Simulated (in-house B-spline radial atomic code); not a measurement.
Configurations of Co⁸⁺, with energies counted from [Ar] (3d3/2)1. Computed with a radial B-spline atomic code at the basis-set limit: Dirac-Hartree-Fock, average of each configuration as written, Fermi nucleus of rms radius 3.7875 fm. Energies include first-order Breit, QED and recoil terms.

Occupations are held fixed; configurations that lie above the ionisation limit could autoionise.

```tsv
configuration	E - E(ref) (eV)	highest orbital	its <r> (bohr)
[Ar] (4d3/2)1	98.972	4d3/2	1.826
[Ar] 5s1	118.51	5s1/2	2.789
[Ar] (7f5/2)1	161.87	7f5/2	7.255
[Ne] 3s2 (3p1/2)2 (3p3/2)3 (3d3/2)1 (5g7/2)1	198.89	5g7/2	3.042
[Ne] 3s2 (3p1/2)2 (3p3/2)3 (3d5/2)1 (6g7/2)1	213.91	6g7/2	4.869
[Ne] 3s2 (3p1/2)1 (3p3/2)4 (3d5/2)1 (6f5/2)1	213.92	6f5/2	5.133
[Ne] 3s2 (3p1/2)2 (3p3/2)3 (3d3/2)1 (7d5/2)1	217.81	7d5/2	6.955
```

(1) Order these further configurations by energy, lowest first.
A. [Ne] 3s2 (3p1/2)1 (3p3/2)4 (3d5/2)1 4s1
B. [Ar] (7p1/2)1
C. [Ar] (5d3/2)1
D. [Ne] 3s2 (3p1/2)1 (3p3/2)4 (3d3/2)1 5s1
E. [Ne] 3s2 (3p1/2)1 (3p3/2)4 (3d3/2)1 (4p3/2)1

(2) How far above the reference does [Ne] 3s2 (3p1/2)2 (3p3/2)3 (3d3/2)1 6s1 lie?

(3) How far above the reference does [Ar] 4s1 lie?

(4) How far above the reference does [Ne] 3s2 (3p1/2)2 (3p3/2)3 (3d5/2)1 (6d3/2)1 lie?

## Answers

(1) A (127.15 eV), C (132.78 eV), E (142.24 eV), B (156.92 eV), D (181.13 eV).

(2) 200.37 eV; its least bound orbital is 6s1/2 with <r> = 4.324 bohr.

(3) 66.543 eV; its least bound orbital is 4s1/2 with <r> = 1.585 bohr.

(4) 209.47 eV; its least bound orbital is 6d3/2 with <r> = 4.912 bohr.
